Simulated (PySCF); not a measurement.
4,4,4-trifluorobutan-2-one, C4H5F3O.
Numbering: `[CH3:1][C:2](=[O:3])[CH2:4][C:5]([F:6])([F:7])[F:8]` (hydrogens: H9, H10, H11 on C1; H12, H13 on C4)

The same species was optimised twice, with GFN2-xTB and with PBE0-D3(BJ)/def2-SVP (PySCF), and the same property calculations (PySCF, gas phase) were run on both structures.

| coordinate | GFN2-xTB | PBE0-D3(BJ)/def2-SVP | change |
| --- | --- | --- | --- |
| C2–C4 (Å) | 1.537 | 1.527 | -0.010 |
| C4–C5 (Å) | 1.515 | 1.506 | -0.009 |
| C5–F7 (Å) | 1.341 | 1.334 | -0.007 |
| C1–C2 (Å) | 1.497 | 1.503 | +0.006 |
| C2=O3 (Å) | 1.199 | 1.205 | +0.006 |
| C5–F8 (Å) | 1.343 | 1.340 | -0.003 |
| C5–F6 (Å) | 1.340 | 1.337 | -0.003 |
| C1–C2–C4 (°) | 115.8 | 118.5 | +2.7 |
| C2–C4–C5 (°) | 114.7 | 116.6 | +1.9 |
| C1–C2–O3 (°) | 124.2 | 122.5 | -1.7 |
| C4–C5–F6 (°) | 112.9 | 111.5 | -1.4 |
| O3–C2–C4 (°) | 120.1 | 119.0 | -1.1 |
| F7–C5–F8 (°) | 106.1 | 107.2 | +1.1 |
| F6–C5–F7 (°) | 106.6 | 107.6 | +1.0 |
| C4–C5–F8 (°) | 113.1 | 112.1 | -1.0 |
| C1–C2–C4–C5 (°) | -44 | -44 | 0 |
| C2–C4–C5–F6 (°) | -47 | -51 | -4 |

Rotational constants: A = 3623, B = 1404, C = 1257 MHz (GFN2-xTB) against A = 3609, B = 1393, C = 1246 MHz (PBE0-D3(BJ)/def2-SVP). Point groups within 0.08 Å: C1 and C1.

On the GFN2-xTB structure: HOMO (eV) -7.85 [PBE0/pcSseg-1]; LUMO (eV) -0.90 [PBE0/pcSseg-1]; dipole (D) 1.76 [PBE0/pcSseg-1]; GIAO shielding of C1 (ppm) 155.5 [PBE0/pcSseg-1]; GIAO shielding of C2 (ppm) -15.4 [PBE0/pcSseg-1]; GIAO shielding of O3 (ppm) -365.8 [PBE0/pcSseg-1]; GIAO shielding of C4 (ppm) 133.1 [PBE0/pcSseg-1]; GIAO shielding of C5 (ppm) 52.8 [PBE0/pcSseg-1]; GIAO shielding of F6/F7/F8 (mean) (ppm) 247.6 [PBE0/pcSseg-1].

What do these properties become on the PBE0-D3(BJ)/def2-SVP structure?

| property | level | on GFN2-xTB | on PBE0-D3(BJ)/def2-SVP | change |
| --- | --- | --- | --- | --- |
| HOMO (eV) | PBE0/pcSseg-1 | -7.85 | -7.82 | +0.03 |
| LUMO (eV) | PBE0/pcSseg-1 | -0.90 | -0.93 | -0.03 |
| dipole (D) | PBE0/pcSseg-1 | 1.76 | 1.78 | +0.02 |
| energy, GFN2-xTB geometry as zero (kcal/mol) | PBE0/pcSseg-1 | 0.0 | -0.6 | -0.6 |
| GIAO shielding of C1 (ppm) | PBE0/pcSseg-1 | 155.5 | 153.2 | -2.3 |
| GIAO shielding of C2 (ppm) | PBE0/pcSseg-1 | -15.4 | -17.5 | -2.1 |
| GIAO shielding of O3 (ppm) | PBE0/pcSseg-1 | -365.8 | -382.6 | -16.8 |
| GIAO shielding of C4 (ppm) | PBE0/pcSseg-1 | 133.1 | 133.1 | 0.0 |
| GIAO shielding of C5 (ppm) | PBE0/pcSseg-1 | 52.8 | 54.6 | +1.8 |
| GIAO shielding of F6/F7/F8 (mean) (ppm) | PBE0/pcSseg-1 | 247.6 | 252.8 | +5.2 |

The heavy atoms differ by 0.045 Å rms after alignment. Among bonds between heavy atoms C2–C4 and C4–C5 change most and about equally (-0.010 to -0.009 Å). Changes are differences of the printed values. Neither structure is proved a minimum here.

Shape of the structure used: `[CH3:1][C:2](=[O:3])[CH2:4][C:5]([F:6])([F:7])[F:8]`: C1–C2–C4–C5 -44°, C2–C4–C5–F6 -51°.
